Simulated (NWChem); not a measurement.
**Basis-set convergence for HBrOPb**

```xyz
4

Pb    -0.5612    -0.4677     0.0000
Br     1.0791     1.6223     0.0000
O      0.9566    -1.9476     0.0000
H      0.5997    -2.8494     0.0000
```
Charge 0, spin multiplicity 1.

Everything below was run with NWChem. The geometry was optimised at B3LYP/def2-SVP with def2 effective core potentials on Pb, a minimum by its harmonic frequencies. It is one conformer; others weren't searched.

Quantity: dipole moment at the level B3LYP.

Effective core potentials replace the inner electrons of Pb; spin-orbit coupling is left out. B3LYP has NWChem's definition, with VWN1-RPA local correlation. The structure started from a generated list of species.

The cost column gives rough processor time relative to def2-SVP; each entry includes its own SCF.

```csv
basis,functions,dipole moment (D),relative cost
def2-SVP,77,?,1
def2-SVPD,104,5.34,under 3
def2-TZVP,135,?,3
def2-TZVPP,143,5.34,3
def2-TZVPD,162,5.30,5
def2-QZVP,244,5.31,60
```

Task: Complete the blanks.

Result: 
- def2-SVP, dipole moment (D): 5.15
- def2-TZVP, dipole moment (D): 5.39
